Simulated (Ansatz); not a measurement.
**BFGeH2Sn: where a starting geometry ends**

The starting geometry of this gas-phase singlet was optimised with GFN2-xTB.

```yaml
atoms:
  - { symbol: B, position_ang: [2.3143, 1.8221, 0.7468] }
  - { symbol: F, position_ang: [3.1646, 1.1355, -0.0104] }
  - { symbol: Ge, position_ang: [0.4172, 2.1730, 0.1316] }
  - { symbol: Sn, position_ang: [-0.2133, -0.1109, 1.2268] }
  - { symbol: H, position_ang: [2.8000, 2.3196, 1.7022] }
  - { symbol: H, position_ang: [-0.0086, -0.5933, -0.4935] }
```

Predict what it relaxes into with PBE-D3(BJ)/def2-SVP.

A new bond forms, giving a structure with H6 bridging Ge3 and Sn4, given below by its coordinates. Distances that change by over a tenth: Sn4–H6 (1.80 → 2.00 Å). Contacts that close: Ge3–H6 (2.87 → 1.78 Å).

The energy falls by 0.62 eV over 14 steps:

| step | E − E(last) (eV) |
| --- | --- |
| 1 | 0.619 |
| 2 | 0.466 |
| 4 | 0.170 |
| 5 | 0.055 |
| 7 | 0.027 |
| 8 | 0.006 |
| 10 | 0.001 |
| 11 | 0.000 |
| 13 | 0.000 |
| 14 | 0.000 |

Final geometry (Å):

```xyz
6

B     2.2151    1.6272    0.7001
F     3.1211    0.7436    0.2440
Ge    0.2326    1.9213    0.0795
Sn    0.1444   -0.2946    1.3632
H     2.6087    2.4906    1.4758
H     0.1522    0.2579   -0.5591
```

Frequencies at the end are all real (lowest 51 cm⁻¹). Atoms past krypton carry core potentials, without spin–orbit terms. Run with Ansatz 0.2.0, 82 s on 1 thread of AMD EPYC (Zen 3), with other jobs on the host.
